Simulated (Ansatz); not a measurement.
`BC(=C)S` + `ClC1=CCO1` → `BC1=CCO1` + `C=C(S)Cl`  (formal exchange of groups at a B–C bond)

Calculated with Ansatz (gas phase, PBE0-D4/def2-TZVP geometries, no zero-point term in ΔE). CBS: MP2 limit from def2 TZ/QZ plus the TZ coupled-cluster correction, frozen cores. DFT in def2-TZVPP. B3LYP here is the variant with VWN-RPA as its local correlation; programs differ in this. HSE06 is defined as in plane-wave codes. One conformer a species, not always the lowest.

| level | ΔE (kcal/mol) |
| --- | --- |
| B97M-V | 1.5 |
| HSE06-D4 | 1.5 |
| B3LYP | 0.5 |
| RPA@PBE/def2-TZVPP | 1.9 |
| CCSD/def2-SVP | 1.3 |
| MP2/def2-QZVPP | 2.0 |
| HF/CBS(def2) | 1.6 |
| MP2/CBS(def2) | 1.7 |

Q: What does CCSD(T)/CBS give? (Best estimate.)

A: Ansatz gave: +1.1 kcal/mol. The listed levels differ from it by 0.4, 0.4, -0.6, 0.8, 0.2, 0.9, 0.5, 0.6 kcal/mol.

Largest T1 diagnostic among the species: 0.014.

Leaving LDA and LC-ωPBE aside and taking each functional with its dispersion term where it has one, the values, not all of them listed here, spread over 2.4 kcal/mol, from BLYP-D4 to PBE-QIDH. From BLYP to BHLYP (50 % exact exchange), in def2-TZVPP and without D4, ΔE moves by +1.2 kcal/mol.
